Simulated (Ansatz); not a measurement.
Reaction (redistribution): `[F][Sn]([F])([F])[GeH3]` + `CO[CH2][GaH2]` → `C[O][Sn]([F])([F])[F]` + `[GaH2][CH2][GeH3]`

Gas-phase electronic energies from Ansatz, PBE0-D4/def2-TZVP geometries. CCSD(T)/CBS adds triple-zeta CCSD(T) − MP2 to the extrapolated MP2 energy (def2 sets, frozen cores). Functionals use def2-TZVPP. Elements past krypton have def2 core potentials. For Ga, Ge, Sn outer-core shells are correlated without core-valence functions, which leaves a few kJ/mol of doubt a bond. Scalar relativity is left out up to krypton. Each species was taken in one conformer, which may not be the lowest.

```csv
level,ΔE (kJ/mol)
LDA (SPW92),-5.5
ωB97X-V,-27.2
revPBE,-16.7
BLYP,-10.9
LC-ωPBE,-29.8
RPA@PBE/def2-TZVPP,-40.5
HF/def2-SVP,-3.7
SCS-MP2/def2-TZVPP,-44.7
```

Q: What does CCSD(T)/CBS give? (An estimate is asked.)

A: The calculation gave: -40.8 kJ/mol. The listed levels differ from it by 35.3, 13.6, 24.1, 29.9, 11.0, 0.3, 37.1, -3.9 kJ/mol.

Largest T1 diagnostic among the species: 0.015.

Leaving LDA and LC-ωPBE aside and taking each functional with its dispersion term where it has one, the values, not all of them listed here, spread over 22.7 kJ/mol, from B97M-V to BLYP-D4. LDA lies +8.6 kJ/mol from PBE without D4. The D4 term adds −3.4 kJ/mol with B3LYP and −1.7 kJ/mol with PBE0; it sums over pairs of atoms, weighted by their polarisabilities, and B3LYP, whose exchange is more repulsive, gets the larger term.

B3LYP here is the variant with VWN-RPA as its local correlation; programs differ in this.
